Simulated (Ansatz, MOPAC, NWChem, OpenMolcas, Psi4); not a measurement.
A ladder of methods for CH2NOSi (SMILES O=C=N[SiH2])

The runs start from one conformer, not always the lowest.

CH2NOSi, doublet, SMILES `O=C=N[SiH2]`. Each level relaxes the structure for itself.

Quantity: the highest harmonic wavenumber at each level's own minimum, in cm⁻¹. The values are calculated.

```json
{"level": "MNDO", "kind": "semi-empirical", "program": "MOPAC", "value (cm⁻¹)": "2615"}
{"level": "PM3", "kind": "semi-empirical", "program": "MOPAC", "value (cm⁻¹)": "2276"}
{"level": "MNDOD", "kind": "semi-empirical", "program": "MOPAC", "value (cm⁻¹)": "2552"}
{"level": "PM6-D3H4", "kind": "semi-empirical", "program": "MOPAC", "value (cm⁻¹)": "2267"}
{"level": "UHF/3-21G", "kind": "Hartree–Fock", "program": "OpenMolcas", "value (cm⁻¹)": "2531"}
{"level": "UHF/6-31G* (spherical functions)", "kind": "Hartree–Fock", "program": "NWChem", "value (cm⁻¹)": "2547"}
{"level": "UHF/6-31G* (Cartesian functions)", "kind": "Hartree–Fock", "program": "OpenMolcas", "value (cm⁻¹)": "2544"}
{"level": "UPBE-D3(BJ)/def2-SVP (density fitting)", "kind": "GGA", "program": "Psi4", "value (cm⁻¹)": "2393"}
{"level": "UB3LYP-D3(BJ)/6-31G* (spherical functions)", "kind": "global hybrid", "program": "NWChem", "value (cm⁻¹)": "2416"}
{"level": "UPBE0-D4/def2-TZVP", "kind": "global hybrid", "program": "Ansatz", "value (cm⁻¹)": "2416"}
```

Harmonic and unscaled. The values span 2267 to 2615 cm⁻¹.
